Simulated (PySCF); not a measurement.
# Basis-set dependence of population analyses: `FC1=C([Si@@H](F)P)C1`

Species: C₃H₅F₂PSi.
Numbering: `[F:1][C:2]1=[C:3]([Si@@H:4]([F:5])[PH2:6])[CH2:7]1` (hydrogens: H8 on Si4; H9, H10 on P6; H11, H12 on C7)

Cartesian coordinates in Å at the PBE0-D3(BJ)/def2-SVP level; atoms count from 1:
```
atom  x, y, z in Å
F1    -1.5530   -2.4608    0.0236
C2    -1.4416   -1.1666    0.1181
C3    -0.6728   -0.1312   -0.0225
Si4    0.8573    0.8080   -0.3945
F5     0.6836    2.2994    0.2319
P6     2.5707   -0.2101    0.6502
C7    -2.1705    0.0478    0.4292
H8     1.0320    0.9844   -1.8628
H9     2.4154   -1.3666   -0.1781
H10    3.5681    0.3696   -0.1940
H11   -2.8922    0.4671   -0.2889
H12   -2.3697    0.3284    1.4747
```

PBE0 throughout (PySCF), one geometry, spherical d and f functions. The structure is a single PBE0-D3(BJ)/def2-SVP conformer in the gas phase; no vibrational or solvent corrections. The first 7 of 11 kinds of atom are listed.

Mulliken charges (e):

```tsv
basis	functions	F1	C2	C3	Si4	F5	P6	C7
STO-3G	48	-0.041	+0.061	-0.247	+0.634	-0.240	+0.139	-0.163
6-31G	81	-0.249	+0.221	-0.266	+0.961	-0.449	-0.128	-0.358
pcSseg-0	81	-0.315	+0.121	-0.431	+1.224	-0.480	-0.382	-0.404
6-31G*	116	-0.237	+0.343	-0.205	+0.742	-0.397	-0.219	-0.402
cc-pVDZ	131	-0.086	+0.072	-0.190	+0.568	-0.315	-0.144	-0.047
def2-SVP	131	-0.140	+0.200	-0.323	+0.704	-0.344	-0.134	-0.095
aug-cc-pVDZ	214	-0.473	+0.679	-0.205	+0.486	-0.640	-0.984	+0.705
6-311+G(2d,p)	235	-0.304	+0.013	+0.184	+0.702	-0.438	-0.229	-0.298
def2-TZVP	259	-0.141	+0.176	-0.159	+0.540	-0.321	-0.245	-0.252
cc-pVTZ	288	-0.099	+0.219	-0.217	+0.538	-0.290	-0.156	-0.250
IGLO-III	313	-0.202	+0.145	-0.138	+0.963	-0.492	-0.024	-0.227
```

IAO charges (e):

```json
{"basis": "STO-3G", "functions": "48", "F1": "-0.058", "C2": "+0.135", "C3": "-0.325", "Si4": "+0.823", "F5": "-0.358", "P6": "+0.044", "C7": "-0.272"}
{"basis": "6-31G", "functions": "81", "F1": "-0.195", "C2": "+0.288", "C3": "-0.355", "Si4": "+0.920", "F5": "-0.501", "P6": "-0.122", "C7": "-0.273"}
{"basis": "pcSseg-0", "functions": "81", "F1": "-0.180", "C2": "+0.283", "C3": "-0.374", "Si4": "+0.934", "F5": "-0.484", "P6": "-0.160", "C7": "-0.277"}
{"basis": "6-31G*", "functions": "116", "F1": "-0.205", "C2": "+0.326", "C3": "-0.401", "Si4": "+1.044", "F5": "-0.524", "P6": "-0.104", "C7": "-0.262"}
{"basis": "cc-pVDZ", "functions": "131", "F1": "-0.204", "C2": "+0.324", "C3": "-0.395", "Si4": "+1.030", "F5": "-0.522", "P6": "-0.111", "C7": "-0.264"}
{"basis": "def2-SVP", "functions": "131", "F1": "-0.205", "C2": "+0.325", "C3": "-0.396", "Si4": "+1.038", "F5": "-0.522", "P6": "-0.106", "C7": "-0.256"}
{"basis": "aug-cc-pVDZ", "functions": "214", "F1": "-0.216", "C2": "+0.327", "C3": "-0.391", "Si4": "+1.040", "F5": "-0.536", "P6": "-0.117", "C7": "-0.271"}
{"basis": "6-311+G(2d,p)", "functions": "235", "F1": "-0.217", "C2": "+0.329", "C3": "-0.401", "Si4": "+1.063", "F5": "-0.540", "P6": "-0.106", "C7": "-0.272"}
{"basis": "def2-TZVP", "functions": "259", "F1": "-0.216", "C2": "+0.333", "C3": "-0.406", "Si4": "+1.077", "F5": "-0.542", "P6": "-0.109", "C7": "-0.273"}
{"basis": "cc-pVTZ", "functions": "288", "F1": "-0.214", "C2": "+0.332", "C3": "-0.403", "Si4": "+1.066", "F5": "-0.538", "P6": "-0.116", "C7": "-0.274"}
{"basis": "IGLO-III", "functions": "313", "F1": "-0.218", "C2": "+0.330", "C3": "-0.403", "Si4": "+1.070", "F5": "-0.542", "P6": "-0.105", "C7": "-0.273"}
```

Question: Which scheme is steadiest as the basis changes?

Answer: Largest range over the bases for any column: IAO 0.25 e, Mulliken 1.12 e. IAO charges move least and Mulliken charges most, counted in e. Without the minimal STO-3G basis the ranges are IAO 0.16, Mulliken 1.11 e.

Question: How much do the charges still move between the two largest bases, cc-pVTZ and IGLO-III?

Answer: At most, over all atoms: Mulliken 0.425 e, IAO 0.011 e.

Question: What do the same runs give for the total energy, the frontier levels and the dipole moment?

Answer: 
```json
{"basis": "STO-3G", "energy (Eh)": "-935.7312", "HOMO (eV)": "-4.30", "LUMO (eV)": "3.69", "μ (D)": "1.31"}
{"basis": "6-31G", "energy (Eh)": "-947.0360", "HOMO (eV)": "-7.48", "LUMO (eV)": "-0.53", "μ (D)": "2.09"}
{"basis": "pcSseg-0", "energy (Eh)": "-945.7373", "HOMO (eV)": "-7.72", "LUMO (eV)": "-0.81", "μ (D)": "2.08"}
{"basis": "6-31G*", "energy (Eh)": "-947.1988", "HOMO (eV)": "-7.26", "LUMO (eV)": "-0.37", "μ (D)": "1.46"}
{"basis": "cc-pVDZ", "energy (Eh)": "-947.2539", "HOMO (eV)": "-7.31", "LUMO (eV)": "-0.51", "μ (D)": "1.33"}
{"basis": "def2-SVP", "energy (Eh)": "-946.8077", "HOMO (eV)": "-7.42", "LUMO (eV)": "-0.60", "μ (D)": "1.33"}
{"basis": "aug-cc-pVDZ", "energy (Eh)": "-947.2831", "HOMO (eV)": "-7.44", "LUMO (eV)": "-0.82", "μ (D)": "1.13"}
{"basis": "6-311+G(2d,p)", "energy (Eh)": "-947.3661", "HOMO (eV)": "-7.48", "LUMO (eV)": "-0.85", "μ (D)": "1.13"}
{"basis": "def2-TZVP", "energy (Eh)": "-947.4038", "HOMO (eV)": "-7.44", "LUMO (eV)": "-0.75", "μ (D)": "1.11"}
{"basis": "cc-pVTZ", "energy (Eh)": "-947.3912", "HOMO (eV)": "-7.41", "LUMO (eV)": "-0.69", "μ (D)": "1.11"}
{"basis": "IGLO-III", "energy (Eh)": "-947.4049", "HOMO (eV)": "-7.44", "LUMO (eV)": "-0.77", "μ (D)": "1.04"}
```

The dipole is fixed by the density alone, so its range of 1.05 D shows that the density itself changes with the basis, not only its division among atoms.
